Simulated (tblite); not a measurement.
Species: C5H5BrOSi.
Bonds: C1–C2 (triple), C2–Si3, Si3–C4, C4–C5 (double), C5–O6 (double), C4–C7, C7–Br8. Hydrogens: H9 on C1; H10, H11 on Si3; H12, H13 on C7.

Computed with GFN2-xTB (tblite), gas phase: L-BFGS steps from a force-field or distance-geometry start until the largest atomic force falls under 0.01 eV/Å.

Step 40: E = -626.5159 eV
```
atom  x, y, z in Å  |  force x, y, z in eV/Å
C1      3.0172   -0.4434   -0.5371    0.056   0.008  -0.048
C2      1.9915   -0.4979    0.0868   -0.061   0.020   0.042
Si3     0.4405   -0.5296    1.0918   -0.065  -0.002   0.058
C4     -0.8067    0.5466    0.1230    0.020  -0.081   0.017
C5     -1.1554    1.6248    0.7419    0.007  -0.001  -0.021
O6     -1.3237    2.5820    1.3796   -0.049   0.063   0.023
C7     -1.3787    0.0220   -1.1296    0.012   0.024  -0.005
Br8    -2.7289   -1.4186   -0.8099    0.015   0.009  -0.006
H9      3.9137   -0.3964   -1.0846    0.031  -0.017  -0.034
H10    -0.0896   -1.8919    1.1652    0.000  -0.003  -0.028
H11     0.6547    0.0764    2.4039    0.027  -0.002  -0.002
H12    -0.6218   -0.4507   -1.7507    0.006  -0.046  -0.001
H13    -1.9172    0.7773   -1.6980    0.000   0.027   0.004
```

Step 41: E = -626.5167 eV
```
atom  x, y, z in Å  |  force x, y, z in eV/Å
C1      3.0174   -0.4418   -0.5406    0.008   0.002  -0.027
C2      1.9933   -0.4975    0.0872   -0.027   0.018   0.015
Si3     0.4411   -0.5292    1.0930   -0.022  -0.011   0.046
C4     -0.8042    0.5455    0.1237    0.002  -0.041   0.024
C5     -1.1601    1.6208    0.7440    0.007   0.003  -0.016
O6     -1.3360    2.5758    1.3836   -0.044   0.052   0.013
C7     -1.3739    0.0206   -1.1294    0.019   0.024  -0.012
Br8    -2.7382   -1.4053   -0.8091    0.014  -0.002  -0.011
H9      3.9112   -0.3953   -1.0940    0.010  -0.016  -0.013
H10    -0.0953   -1.8884    1.1707    0.007  -0.013  -0.032
H11     0.6588    0.0772    2.4032    0.028   0.007   0.015
H12    -0.6167   -0.4585   -1.7444    0.013  -0.069  -0.006
H13    -1.9017    0.7767   -1.7058   -0.016   0.047   0.005
```

Step 42: E = -626.5172 eV
```
atom  x, y, z in Å  |  force x, y, z in eV/Å
C1      3.0177   -0.4411   -0.5427   -0.035  -0.003  -0.006
C2      1.9946   -0.4966    0.0881    0.008   0.014  -0.010
Si3     0.4410   -0.5299    1.0944    0.021  -0.014   0.023
C4     -0.8023    0.5444    0.1254   -0.016   0.004   0.025
C5     -1.1628    1.6192    0.7446    0.006   0.010  -0.006
O6     -1.3458    2.5739    1.3830   -0.035   0.027  -0.004
C7     -1.3707    0.0205   -1.1289    0.024   0.018  -0.014
Br8    -2.7412   -1.3979   -0.8073    0.008  -0.011  -0.016
H9      3.9098   -0.3957   -1.1003   -0.013  -0.014   0.007
H10    -0.0992   -1.8870    1.1719    0.011  -0.024  -0.031
H11     0.6616    0.0759    2.4035    0.028   0.014   0.031
H12    -0.6136   -0.4624   -1.7409    0.013  -0.073  -0.007
H13    -1.8936    0.7772   -1.7087   -0.019   0.053   0.007
```

Step 43: E = -626.5178 eV
```
atom  x, y, z in Å  |  force x, y, z in eV/Å
C1      3.0179   -0.4407   -0.5446   -0.070  -0.009   0.013
C2      1.9961   -0.4952    0.0896    0.035   0.009  -0.031
Si3     0.4412   -0.5313    1.0964    0.056  -0.010  -0.001
C4     -0.8004    0.5435    0.1279   -0.030   0.046   0.022
C5     -1.1649    1.6191    0.7443    0.003   0.018   0.006
O6     -1.3561    2.5749    1.3792   -0.021  -0.005  -0.023
C7     -1.3676    0.0212   -1.1280    0.025   0.009  -0.012
Br8    -2.7409   -1.3931   -0.8050   -0.002  -0.020  -0.019
H9      3.9087   -0.3972   -1.1057   -0.035  -0.012   0.025
H10    -0.1026   -1.8869    1.1702    0.015  -0.032  -0.028
H11     0.6642    0.0727    2.4050    0.026   0.018   0.044
H12    -0.6111   -0.4652   -1.7386    0.008  -0.060  -0.003
H13    -1.8889    0.7787   -1.7085   -0.009   0.048   0.009
```

Q: Estimate the geometry and energy of step 44. (The exact step hangs on the optimiser's Hessian estimate; all steps are aligned on step 43, rigid shifts and turns removed.)

A: E = -626.5185 eV, largest force 0.090 eV/Å
```
atom  x, y, z in Å  |  force x, y, z in eV/Å
C1      3.0177   -0.4408   -0.5466   -0.086  -0.012   0.023
C2      1.9979   -0.4934    0.0914    0.043   0.002  -0.040
Si3     0.4422   -0.5332    1.0987    0.069  -0.002  -0.019
C4     -0.7985    0.5431    0.1314   -0.033   0.072   0.013
C5     -1.1668    1.6204    0.7434   -0.005   0.023   0.017
O6     -1.3680    2.5779    1.3732   -0.005  -0.035  -0.040
C7     -1.3640    0.0224   -1.1269    0.019   0.000  -0.006
Br8    -2.7392   -1.3897   -0.8033   -0.011  -0.026  -0.020
H9      3.9072   -0.3996   -1.1110   -0.048  -0.008   0.035
H10    -0.1055   -1.8877    1.1666    0.024  -0.030  -0.024
H11     0.6674    0.0682    2.4081    0.022   0.017   0.046
H12    -0.6086   -0.4683   -1.7364   -0.003  -0.030   0.006
H13    -1.8861    0.7811   -1.7064    0.015   0.029   0.011
```

The energy changes by -0.0007 eV. The first-order estimate −F·Δx gives -0.0009 eV and the mean of the old and new forces, exact on a quadratic surface, -0.0007 eV. The step makes an angle of 74° with the force vector and moves no atom by more than 0.014 Å.

What follows is the cost of the whole relaxation. On Arm Neoverse N1, one thread, on a shared host, this took 1.6 s wall.
